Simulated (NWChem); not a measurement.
System: GeH2OCl2; SMILES [Cl][GeH]([OH])[Cl]

NWChem input:

```
start job
memory heap 200 mb stack 900 mb global 1100 mb
geometry units angstroms noautoz
  Ge    -0.361891     0.060699     0.411388
  O     -1.980377     0.168752    -0.312119
  Cl     0.792732     1.830322    -0.074093
  Cl     0.712910    -1.632184    -0.413283
  H     -0.559900    -0.083727     1.927797
  H     -1.935947     0.263562    -1.283229
end
basis spherical
  * library def2-svp
end
dft
  xc xctpssh
  iterations 150
  mulliken
end
task dft energy
```

The geometry was optimised at PBE-D3(BJ)/def2-SVP.

Question: Predict the main results of this run. (TPSSh/def2-SVP.) Quantities: energy (Ha); highest occupied level (eV); orbital gap (eV); dipole (D).

Answer: The energy (Ha) is -3073.33, the highest occupied level (eV) is -8.27 and the orbital gap (eV) is 6.89. The dipole (D) is 0.73.
